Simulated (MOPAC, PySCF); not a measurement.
C$_{2}$H$_{6}$OSi, SMILES `COC=[SiH2]` (C–O–C–Si torsion 0°), neutral singlet in the gas phase. 

Cartesian coordinates (Å):
```xyz
10

C     -1.2480    -0.6221    -0.5818
O     -0.9139     0.7532    -0.6021
C      0.2598     1.0752    -0.0170
Si     1.4621     0.1043     0.7743
H     -2.2069    -0.7266    -1.0830
H     -0.4850    -1.2073    -1.1077
H     -1.3247    -0.9802     0.4512
H      0.4332     2.1452    -0.0788
H      1.3878    -1.3531     0.9441
H      2.6355     0.8113     1.3008
```
Charge 0, multiplicity 1.

All levels are single points at this geometry (B3LYP-D3(BJ)/def2-TZVP); Pople sets use spherical d functions. Orbital energies aren't observables, and empty levels follow the basis.

B3LYP/3-21G in PySCF gives gap (eV) = 4.95.

Estimate the gap (eV) from each of these levels: B3LYP-D3(BJ)/def2-TZVP in PySCF; B3LYP/6-31G* in PySCF; B3LYP/LANL2DZ in PySCF; BP86/6-31G* in PySCF; M06-2X/6-31G* in PySCF; PBE/6-31G* in PySCF; SVWN5/6-31G* in PySCF; HF/3-21G in PySCF; HF/6-31G* in PySCF; PM3 in MOPAC; PM6 in MOPAC; PM7 in MOPAC.


```
level                            gap (eV)
-------------------------------  --------
B3LYP-D3(BJ)/def2-TZVP in PySCF      4.59
B3LYP/6-31G* in PySCF                4.80
B3LYP/LANL2DZ in PySCF               4.83
BP86/6-31G* in PySCF                 3.41
M06-2X/6-31G* in PySCF               6.93
PBE/6-31G* in PySCF                  3.40
SVWN5/6-31G* in PySCF                3.38
HF/3-21G in PySCF                   10.62
HF/6-31G* in PySCF                  10.45
PM3 in MOPAC                         7.40
PM6 in MOPAC                         6.67
PM7 in MOPAC                         7.88
```
